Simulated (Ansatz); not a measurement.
Basis-set extrapolation for C₂H₆AlFO, SMILES `CC(F)[O][AlH2]` (PBE0-D4/def2-TZVP geometry, frozen core, Ansatz 0.2.0). Multiplicity 1, RHF reference.

```csv
,def2-TZVPP,def2-QZVPP
HF,-495.613225,-495.632332
MP2 correlation,-0.907428,-0.979119
CCSD(T) correlation,-0.975802,not run
```

Energies in hartree. Use E(X) = E(∞) + A·exp(−7.88·√X) for Hartree–Fock and E(X) = E(∞) + B·X^(−2.97) for correlation, with X = 3 and 4, and add CCSD(T) minus MP2 of the smaller set to the MP2 limit.

Q: What is the CCSD(T) energy at the basis-set limit?

A: HF limit: -495.632332 + (-0.019107) × 0.13774 = -495.63496. MP2 limit: -0.979119 + (-0.071691) × 0.74074 = -1.03222. Higher-order term: -0.975802 − (-0.907428) = -0.06837. Total: -496.73555 hartree, 3.99 eV below CCSD(T)/def2-TZVPP.
